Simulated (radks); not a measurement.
All-electron atom: Sm3+ in [Xe] 4f5. Method: scalar-relativistic Kohn-Sham, LDA (Slater exchange, Perdew-Wang correlation), spin-unpolarised, spherical densities, finite nucleus; Fermi nuclear charge, rms radius 5.0819 fm; computed with a radial shooting solver on a logarithmic mesh with Libxc functionals.

Unscreened Slater integrals over Kohn-Sham orbitals (cm^-1).

F0(4f,4f): 225700
F2(4f,4f): 105880
F4(4f,4f): 66137
F6(4f,4f): 47496
F0(4f,5p): 148240
F2(4f,5p): 53075
G2(4f,5p): 28800
G4(4f,5p): 22117
F0(4f,5s): 165000
G3(4f,5s): 32906
F0(4f,4d): 254930
F2(4f,4d): 120920
F4(4f,4d): 76886
G1(4f,4d): 142440
G3(4f,4d): 89055
G5(4f,4d): 62856
F0(5p,5p): 124790
F2(5p,5p): 67437
F0(5p,5s): 132930
G1(5p,5s): 89194
F0(5p,4d): 155920
F2(5p,4d): 44189
G1(5p,4d): 12400
G3(5p,4d): 12094
F0(5s,5s): 143470
F0(5s,4d): 175550
G2(5s,4d): 18877
F0(4d,4d): 295920
F2(4d,4d): 150340
F4(4d,4d): 100540

Derived for the open shells (J is the average intra-shell exchange parameter used in DFT+U). 4f: F4/F2 = 0.625, F6/F2 = 0.449, J = (286 F2 + 195 F4 + 250 F6)/6435 = 8555 cm^-1.
